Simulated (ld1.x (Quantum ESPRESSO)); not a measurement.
Ranking TM semilocal potentials for O

All share these settings but for the change named:

oxygen, norm-conserving Troullier–Martins (semilocal form), made with ld1.x (Quantum ESPRESSO) 7.5 (revPBE, non-relativistic). Core [He], reference 2s2 2p4. Waves: 2s (bound): rc 0.70 bohr; 2p (bound): rc 1.05 bohr. Local part: the p channel. Core correction: Bessel-smoothed model core, default radius (core density twice the valence density).

Cutoff: the first of the cutoffs (Ry, on a coarse ladder) from which the occupation-weighted sum of valence levels, in a spherical-Bessel basis at the reference potential, stays within 10 and 1 mRy of its value at 400 Ry; the density cutoff is not measured.

The base gives 120 Ry.

Of 8 variants that were run, those that failed, showed a ghost or another fault, or gave nearly equal values are left out.

**Question.** Rank these variants from softest to hardest (loose cutoff).
A. all radii but the core radius scaled by about 0.87 (s 0.60, p 0.92 bohr)
B. all radii but the core radius scaled by about 0.79 (s 0.56, p 0.82 bohr)
C. all radii but the core radius scaled by about 1.19 (s 0.84, p 1.24 bohr)
D. all radii but the core radius scaled by about 0.95 (s 0.66, p 1.00 bohr)
E. all radii but the core radius scaled by about 1.36 (s 0.96, p 1.42 bohr)

**Answer.** E (70 Ry), C (90 Ry), D (140 Ry), A (200 Ry), B (230 Ry).
